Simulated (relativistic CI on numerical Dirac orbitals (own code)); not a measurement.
## Slater and spin-orbit integrals, La¹⁵⁺

Method of calculation: Dirac-Coulomb-Breit CI, KLI orbitals optimised for each configuration, model QED, unscaled Slater integrals (own radial code, finite nucleus).

Slater integrals F^k, G^k are unscaled and averaged over j, outside the closed core [Ar] 3d10; ζ comes from projecting the Hamiltonian with its Breit term on Σ l·s of the shell.

- 4s²4p⁶4d⁶: F^2(4d,4d) = 144720, F^4(4d,4d) = 97813, ζ(4d) = 11037 cm⁻¹; <r>(4d) = 0.7012, <r^2>(4d) = 0.5625 (bohr units).
- 4s²4p⁵4d⁷: ζ(4p) = 100840, F^2(4d,4d) = 144760, F^4(4d,4d) = 97835, F^2(4p,4d) = 149640, G^1(4p,4d) = 189330, G^3(4p,4d) = 119630, ζ(4d) = 11010 cm⁻¹; <r>(4p) = 0.6612, <r^2>(4p) = 0.4944, <r>(4d) = 0.7008, <r^2>(4d) = 0.562 (bohr units).
- 4s²4p⁶4d⁵4f: F^2(4d,4d) = 144790, F^4(4d,4d) = 97858, ζ(4d) = 11076, F^2(4d,4f) = 138530, F^4(4d,4f) = 90682, G^1(4d,4f) = 159930, G^3(4d,4f) = 104330, G^5(4d,4f) = 74965, ζ(4f) = 970.99 cm⁻¹; <r>(4d) = 0.7008, <r^2>(4d) = 0.562, <r>(4f) = 0.7438, <r^2>(4f) = 0.6398 (bohr units).

Give the Racah parameters of the d shell in 4s²4p⁶4d⁶.

B = F²/49 − 5F⁴/441 = 1844 cm⁻¹ and C = 35F⁴/441 = 7763 cm⁻¹.

Averages of the first 10 configurations, taken without configuration mixing, which lowers the lowest level and can move excited configurations by several eV; other configurations of the list can lie among them:

| Configuration | Parity | States | Average energy above the lowest level (eV) |
| --- | --- | --- | --- |
| 4s²4p⁶4d⁶ | even | 210 | 10.3 |
| 4s²4p⁵4d⁷ | odd | 720 | 119.5 |
| 4s²4p⁶4d⁵4f | odd | 3528 | 124.0 |
| 4s²4p⁴4d⁸ | even | 675 | 230.7 |
| 4s4p⁶4d⁷ | even | 240 | 195.0 |
| 4s²4p⁶4d⁵5s | even | 504 | 134.3 |
| 4s²4p⁶4d⁵5p | odd | 1512 | 160.6 |
| 4p⁶4d⁸ | even | 45 | 382.8 |
| 4s4p⁶4d⁶4f | odd | 5880 | 307.5 |
| 4s²4p⁶4d⁴5s² | even | 210 | 264.2 |
